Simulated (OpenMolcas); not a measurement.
Potential curves of GeSe: spin-free states

Calculated with OpenMolcas 26.06: state-averaged CASSCF(8,7) over Se 4p, Ge 4s 4p, XMS-CASPT2 (IPEA 0.25, imaginary shift 0.2 hartree), scalar X2C, ANO-RCC-VTZP, then RASSI spin–orbit state interaction with atomic mean-field integrals. C2 symmetry about the axis (a holds Σ, Δ, Γ; b holds Π, Φ, H; Σ⁺ and Σ⁻ are not told apart); roots by multiplicity and irrep: 1a 5, 3a 4, 3b 4, 1b 2, 5b 2.

XMS-CASPT2 energies in eV from the lowest point. Curves are followed by energy order within each symmetry, so they are adiabatic and may change character at avoided crossings; Σ⁺ and Σ⁻ are counted together.

```tsv
R (Å)	(1)1Σ	(1)3Σ	(2)1Σ	(1)1Δ	(2)3Σ	(3)1Σ	(1)5Π	(2)3Π
1.844	1.835	6.423	7.329	7.389	7.335	9.066	9.266	9.923
1.951	0.689	4.711	5.539	5.599	5.571	7.247	7.517	8.274
2.047	0.178	3.723	4.491	4.545	4.530	6.139	6.480	7.295
2.144	0.000	3.107	3.810	3.860	3.861	5.418	5.842	6.674
2.251	0.061	2.729	3.365	3.405	3.422	4.907	5.380	6.231
2.358	0.296	2.573	3.144	3.175	3.207	4.621	5.138	5.993
2.509	0.786	2.593	3.074	3.095	3.148	4.486	4.984	5.833
2.701	1.523	2.849	3.223	3.233	3.314	4.578	4.951	5.710
3.002	2.636	3.440	3.682	3.677	3.791	4.885	4.981	5.553
3.430	3.874	4.259	4.367	4.354	4.499	5.025	5.026	5.349
4.074	4.773	4.979	4.957	4.950	5.068	5.052	5.056	5.116
```

Problem. With masses 79.917 and 73.921 u, fit the curves (1)1Σ, (1)3Σ, (2)1Σ, (1)1Δ, (2)3Σ near their minima.

Solution. At XMS-CASPT2, Te from the lowest curve (the fit fixes ωe to a per cent or two; the method's Re and ωe can be off by some per cent):

| curve | Te (cm⁻¹) | Re (Å) | ωe (cm⁻¹) |
| --- | --- | --- | --- |
| (1)1Σ | 0 | 2.167 | 390.6 |
| (1)3Σ | 20650 | 2.416 | 270.0 |
| (2)1Σ | 24820 | 2.481 | 240.0 |
| (1)1Δ | 25000 | 2.489 | 238.4 |
| (2)3Σ | 25400 | 2.472 | 246.6 |

Left out for impure symmetry, kinks or missing points, though low: (1)3Π, (1)1Π, (1)3Δ. Only roots inside an energy window near the equilibrium distance were included, so the list of states is not complete; labels number the states computed. Each spin and symmetry block has orbitals of its own, averaged over its own roots, so gaps between blocks are less sure than gaps within one and near the minimum can be off by tenths of an eV, in bad cases by more. No Rydberg orbitals are active, so Rydberg states, and σ→σ* states whose orbital the CASSCF left unused, can be missing between those listed. CASPT2 splits the two components of degenerate states numerically, here by up to 67 cm⁻¹. At stretched bonds a block can hold a wrong CASSCF solution and miss its lowest state; points past a visible jump are left out. No roots were computed in block 5a (none fell in the window or the block failed), so states of that kind are missing and can lie low or lowest. Points that failed a check (symmetry, reference weights, a jump) are left out.
